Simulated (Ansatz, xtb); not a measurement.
ClFGeSi: which of two structures lies lower

Structure I: a singlet given by its coordinates. Structure II: a triplet given by its coordinates. Both are isolated molecules in the gas phase, relaxed with r2SCAN-D4/def2-SVP.

I (Å):

```csv
atom,x (Å),y (Å),z (Å)
Cl,1.6606,1.9760,-2.4953
F,0.4421,3.3478,-0.1244
Ge,-0.2409,-0.1260,0.0573
Si,0.5742,1.8505,-0.7437
```

Close contacts (Å): Cl1–Si4 2.06, F2–Si4 1.63, Ge3–Si4 2.28.

II (Å):

```yaml
atoms:
  - { symbol: Cl, position_ang: [1.5126, 2.0873, -2.5412] }
  - { symbol: F, position_ang: [0.2060, 3.3654, -0.2879] }
  - { symbol: Ge, position_ang: [-0.2702, -0.1217, 0.2504] }
  - { symbol: Si, position_ang: [0.4438, 1.8391, -0.7907] }
```

Close contacts (Å): Cl1–Si4 2.07, F2–Si4 1.62, Ge3–Si4 2.33.

Question: Estimate E(II) − E(I) at the level CCSD(T)/def2-TZVPP.

Answer: Calculated at CCSD(T)/def2-TZVPP: E(II) − E(I) = −0.150 eV, so structure II lies lower.

Level by level:

```
             level            geometry  E(II) − E(I) (eV)  departure from the last row (eV)  job, with rough time for the two
r2SCAN-D4/def2-SVP  r2SCAN-D4/def2-SVP              −0.423                            −0.273                optimisation, 41 s
     HF/def2-TZVPP  r2SCAN-D4/def2-SVP              −0.761                            −0.611           part of the CCSD(T) run
    MP2/def2-TZVPP  r2SCAN-D4/def2-SVP              −0.217                            −0.067           part of the CCSD(T) run
CCSD(T)/def2-TZVPP  r2SCAN-D4/def2-SVP              −0.150                                                  single point, 92 s
```

None of the levels shown reverses the order. The largest departure from CCSD(T)/def2-TZVPP is that of HF/def2-TZVPP, 0.611 eV. Levels run at GFN2-xTB geometries aren't shown.

With harmonic frequencies from r2SCAN-D4/def2-SVP (ideal gas, rigid rotor, one conformer each, 298.15 K, 1 atm): the zero-point term adds −0.001 eV; ΔH is −0.151 and ΔG −0.169 eV.

Open shells are spin-unrestricted. The closed-shell singlet above a triplet ground state is poorly described by one determinant. The correlated steps freeze 20 core orbitals; the filled d shell of Ge is correlated, in a basis made for valence electrons. ΔG holds the spin degeneracy. Programs: Ansatz 0.2.0; the last row on 2 threads of Arm Neoverse V2 on a shared host.
